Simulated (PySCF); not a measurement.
# TDDFT excited states: C2H8O3Si3

Compound: C2H8O3Si3.
SMILES: `C#C[Si@@H](O[SiH3])O[SiH2]O`

Level of theory: TDDFT wB97X-D/def2-SVPD, vertical, gas phase, core orbitals frozen in the response in PySCF. Isolated species at its GFN2-xTB geometry (one conformer only). Torsions of this conformer, `[CH:1]#[C:2][Si@@H:3]([O:4][SiH3:5])[O:6][SiH2:7][OH:8]`: C2–Si3–O4–Si5 102°, C2–Si3–O6–Si7 -89°, Si3–O6–Si7–O8 -14°, H–O8–Si7–O6 179°.

Task: List the vertical singlet excitations with oscillator strengths and describe the spectrum.

Result: 

```tsv
state	E (eV)	E (kJ/mol)	λ (nm)	f	|μ| (D)	main configurations (H = HOMO, L = LUMO)
S1	6.19	598	200.2	0.0000	0.02	H→L (50%), H→L+3 (11%), H-1→L+1 (10%)
S2	6.46	623	192.0	0.0005	0.14	H-1→L (34%), H→L+1 (20%), H→L+2 (13%)
S3	6.47	625	191.5	0.0002	0.10	H-1→L+1 (33%), H-1→L+2 (23%), H→L (15%)
S4	7.68	741	161.4	0.0007	0.16	H-2→L+2 (33%), H-2→L+1 (11%), H-4→L+2 (11%)
S5	7.71	744	160.8	0.0035	0.35	H-2→L (46%), H-4→L (10%)
S6	7.89	761	157.2	0.0063	0.46	H-3→L (25%), H-4→L (11%)
S7	7.91	763	156.7	0.0099	0.57	H-2→L+1 (30%), H-2→L (17%), H-2→L+2 (9%)
S8	8.23	794	150.6	0.028	0.95	H-4→L (11%), H-2→L+3 (10%)
```

Triplets, Tamm–Dancoff:

```tsv
state	E (eV)	λ (nm)	main configurations (H = HOMO, L = LUMO)
T1	5.17	239.7	H-1→L (36%), H→L+1 (16%), H→L+2 (13%)
T2	5.69	217.9	H→L (36%), H-1→L+1 (15%), H-1→L+2 (10%)
T3	5.70	217.5	H-1→L (28%), H→L+1 (20%), H→L+2 (14%)
```

The lowest singlet comes at 200 nm (598 kJ/mol) in the ultraviolet; it is dark (f under 0.0005); its leading configuration is HOMO→LUMO (50%). The strongest level in the table is S8 at 8.23 eV (151 nm, f = 0.028). It is the last of those listed, so stronger ones may follow. Löwdin shares by element: HOMO carbon 73%, oxygen 13% or more; LUMO carbon 42%, silicon 27% or more (atoms not listed hold the other 32%). The listed states span 2.04 eV, and the widest gap between neighbours is 1.21 eV (S3 to S4). Weighted by f, the mean energy of these states is 8.05 eV. The oscillator strengths of these states sum to 0.050; summed over the whole spectrum of an exact calculation they would give the number of electrons, 86 (Thomas–Reiche–Kuhn). Only the lowest 8 singlets were computed, as vertical energies without vibronic structure.

Time: 3.5 min wall, 3.0 min CPU (grids of density and orbitals included); peak memory 1.1 GiB. Hardware: one thread of an Intel Xeon at 2.50 GHz, on a shared host.
